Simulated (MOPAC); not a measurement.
Complex: GeH4 (SMILES [GeH4]) (first 5 atoms) with CH3I (SMILES CI); geometry from B3LYP-D3(BJ)/def2-TZVP, rigid monomers moved along the line of their centres of mass till Ge1···I7 is 3.68 Å.
(charge 0, multiplicity 1):
```xyz
10

Ge     0.174     0.263     0.112
H     -1.036    -0.496     0.676
H     -0.028     0.482    -1.397
H      1.453    -0.547     0.349
H      0.284     1.629     0.807
C     -1.431     1.151     3.269
I      0.290    -0.042     3.781
H     -2.049     0.557     2.606
H     -1.947     1.388     4.191
H     -1.067     2.044     2.774
```

Monomers are frozen at their geometry in the pair; levels with a basis set take the counterpoise correction.

The state reached by AM1, PM3, PM6, PM7 isn't checked; PM7 holds dispersion and hydrogen-bond terms.

Programs: MOPAC for AM1, PM3, PM6, PM7 (differences of heats of formation). Each number belongs to the level named beside it.

Question: One of these levels gives 0.18 kcal/mol for the interaction energy. Which?
A) AM1
B) PM7
C) PM6
D) PM3

Answer: A, AM1. The others give 4.44 (PM3), -1.46 (PM6), 1.74 (PM7)
